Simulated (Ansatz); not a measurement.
Compare A (`C[As](C)[SiH3]`) with its isomer B (`CC[AsH][SiH3]`).

Gas-phase electronic energies from Ansatz, PBE0-D4/def2-TZVP geometries. CBS: MP2 limit from def2 TZ/QZ plus the TZ coupled-cluster correction, frozen cores. DFT in def2-TZVPP. For As outer-core shells are correlated without core-valence functions, which leaves a few kJ/mol of doubt a bond. Scalar relativity is left out up to krypton. One conformer a species, not always the lowest.

(1) Which is lower in electronic energy at CCSD(T)/CBS, and by how much? (An estimate is asked.)

(2) Give E(B) − E(A) in kcal/mol with CCSD(T)/def2-SVP, B2PLYP, CCSD/def2-TZVPP, LDA (SPW92), PBE0-D4, BLYP-D4, HF/def2-TZVPP. (An estimate is asked.)

(3) Does the order hold for the free energy at 298.15 K (harmonic terms from PBE0-D4)? (Estimate.)

Largest T1 diagnostic: 0.011.

Results:

(1) Ansatz gave: A, by 4.2 kcal/mol.

(2) The calculation gave: CCSD(T)/def2-SVP 0.7, B2PLYP 4.3, CCSD/def2-TZVPP 4.2, LDA (SPW92) 2.7, PBE0-D4 4.1, BLYP-D4 4.7, HF/def2-TZVPP 3.1. None reverses the order clearly.

(3) Computed: Yes: G(B) − G(A) = +3.9 kcal/mol, for one conformer each. Modes under 60 cm⁻¹, often nearly free rotors, make the harmonic entropy too high.

At CCSD(T), def2-SVP lies −3.5 kcal/mol from the extrapolated value and def2-TZVPP +0.3 kcal/mol. Leaving LDA and LC-ωPBE aside and taking each functional with its dispersion term where it has one, the values, not all of them listed here, spread over 0.9 kcal/mol, from CAM-B3LYP-D4 to BLYP-D4. LDA lies −1.2 kcal/mol from PBE without D4.
